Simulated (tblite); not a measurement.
Species: C6H12P (charge +1).
Structure used (GFN2-xTB), in Å, numbered top down from 1:
```
atom  x, y, z in Å
C1     1.934   -1.021   -0.523
C2     1.504    0.432   -0.403
C3     0.205    0.572    0.389
C4    -0.310    2.008    0.455
P5    -1.089   -0.478   -0.415
C6    -1.863   -1.922    0.298
C7    -2.609   -0.833    0.456
H8     2.861   -1.101   -1.084
H9     2.090   -1.466    0.458
H10    1.169   -1.603   -1.050
H11    1.376    0.867   -1.398
H12    2.278    1.008    0.106
H13    0.327    0.158    1.399
H14   -1.216    2.078    1.054
H15    0.447    2.642    0.911
H16   -0.516    2.397   -0.541
H17   -1.287   -0.281   -1.769
H18   -1.784   -2.971    0.495
H19   -3.529   -0.478    0.872
```

All values are computed: GFN2-xTB (tblite) harmonic vibrations without scaling, gas phase. The method is semi-empirical: single wavenumbers can be off by several per cent or more. Modes of hydrogen on phosphorus can be 10 to 20 % off. One conformer, not necessarily the lowest.

Harmonic wavenumbers (cm⁻¹): 44.1, 101.6, 115.1, 147.8, 199.8, 216.6, 244.6, 280.0, 361.5, 444.3, 540.9, 617.1, 726.3, 731.6, 736.5, 797.6, 822.7, 835.8, 879.3, 903.0, 960.6, 968.2, 1004.6, 1044.4, 1067.7, 1106.1, 1145.3, 1193.4, 1234.7, 1238.9, 1324.6, 1409.1, 1413.6, 1463.8, 1467.3, 1469.9, 1475.8, 1483.9, 1603.1, 2341.3, 2893.1, 2921.9, 2973.2, 3005.0, 3026.6, 3032.3, 3041.3, 3051.8, 3063.2, 3130.8, 3153.6.

A = 3146, B = 1659, C = 1194 MHz; mass 115.068 u (most abundant isotopes); point group C1, symmetry number 1.

**Question.** What is the zero-point energy?

**Answer.** Half the sum of the wavenumbers: 34728 cm⁻¹ = 99.29 kcal/mol.

**Question.** What is S at 298.15 K and 1 bar for an ideal gas of classical rigid rotors and harmonic oscillators?

**Answer.** Translation 40.16, rotation 28.34, vibration 27.21: S = 95.7 cal/(mol K).

**Question.** And Cp and H(298.15 K) − H(0)?

**Answer.** Cp = 36.88 cal/(mol K), of which vibrations give 28.94 (their classical limit is 51 R = 101.3); H(298.15 K) − H(0) = 6.69 kcal/mol without the zero-point energy, 4.32 from vibrations.

**Question.** What must be added to the electronic energy to get the Gibbs energy at 298.15 K and 1 bar?

**Answer.** ZPE + [H(298.15 K) − H(0)] − T·S = 99.29 + 6.69 − 28.53 = 77.45 kcal/mol.

**Question.** Which modes carry the vibrational entropy at 298.15 K?

**Answer.** 44.1 cm⁻¹: 5.07; 101.6 cm⁻¹: 3.42; 115.1 cm⁻¹: 3.18; 147.8 cm⁻¹: 2.70; 199.8 cm⁻¹: 2.13; 216.6 cm⁻¹: 1.99 cal/(mol K); the other 45 give 8.71 together.

**Question.** How do the functions run with temperature in this model?

**Answer.** 
| T (K) | S (cal/(mol K)) | Cp (cal/(mol K)) | H − H(0) (kcal/mol) | G − H(0) (kcal/mol) | ln q(vib) |
| --- | --- | --- | --- | --- | --- |
| 150 | 75.9 | 22.9 | 2.30 | -9.08 | 2.74 |
| 250 | 89.6 | 32.1 | 5.04 | -17.38 | 5.21 |
| 400 | 107.9 | 46.8 | 10.96 | -32.22 | 8.88 |
| 600 | 130.0 | 62.1 | 21.94 | -56.05 | 13.75 |
| 900 | 158.2 | 77.0 | 42.98 | -99.42 | 20.70 |

q(vib) and H(0) count from the zero-point level.

**Question.** Blend soft modes into free rotors: weight 1/[1 + (100 cm⁻¹/ν̃)⁴] for the oscillator and the rest for a rotor with moment μB/(μ + B), μ = h/(8π²ν), B = 10⁻⁴⁴ kg m². What vibrational entropy results?

**Answer.** 25.39 cal/(mol K) in place of 27.21, which changes −T·S at 298.15 K by +0.54 kcal/mol.

Hindered rotation and anharmonicity are outside this model. Other conformers, if any are populated, would add a mixing term that is left out. The structure is chiral; the term R ln 2 for an equal mix with its mirror image is left out.
